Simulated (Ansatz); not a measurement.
`[OH][SnH2][CH2][SiH3]` → `[SiH3]C[O][SnH3]`  (isomerisation)

Gas-phase electronic energies from Ansatz, PBE0-D4/def2-TZVP geometries. CCSD(T)/CBS is the MP2 limit (def2-TZVPP, def2-QZVPP) plus CCSD(T) − MP2 in def2-TZVPP, frozen cores. DFT in def2-TZVPP. B3LYP here is the variant with VWN-RPA as its local correlation; programs differ in this. def2 core potentials past Kr. For Sn outer-core shells are correlated without core-valence functions, which leaves a few kJ/mol of doubt a bond. Each species was taken in one conformer, which may not be the lowest.

Task: Is it downhill or uphill in electronic energy at CCSD(T)/CBS, and by how much? (An estimate is asked.)

Result: Computed: Uphill: ΔE = +114.1 kJ/mol.

Task: What do these levels give: PBE-D4, r2SCAN-D4, B3LYP-D4, ωB97X-V, B2PLYP, r2SCAN, PBE0, B3LYP, CCSD(T)/def2-TZVPP, HF/def2-QZVPP, SCS-MP2/def2-QZVPP, CCSD/CBS(def2)? (An estimate is asked.)

Result: Ansatz gave: PBE-D4 100.2, r2SCAN-D4 103.9, B3LYP-D4 96.6, ωB97X-V 99.2, B2PLYP 102.4, r2SCAN 103.6, PBE0 102.3, B3LYP 94.2, CCSD(T)/def2-TZVPP 108.2, HF/def2-QZVPP 91.6, SCS-MP2/def2-QZVPP 114.0, CCSD/CBS(def2) 112.4 kJ/mol.

Largest T1 diagnostic among the species: 0.014.

From PBE to PBE0 (25 % exact exchange), in def2-TZVPP and without D4, ΔE moves by +3.6 kJ/mol. In def2-TZVPP, CCSD(T) changes the Hartree–Fock value by +16.8 kJ/mol (the triples alone add +1.6 kJ/mol) and MP2 by +27.9 kJ/mol.
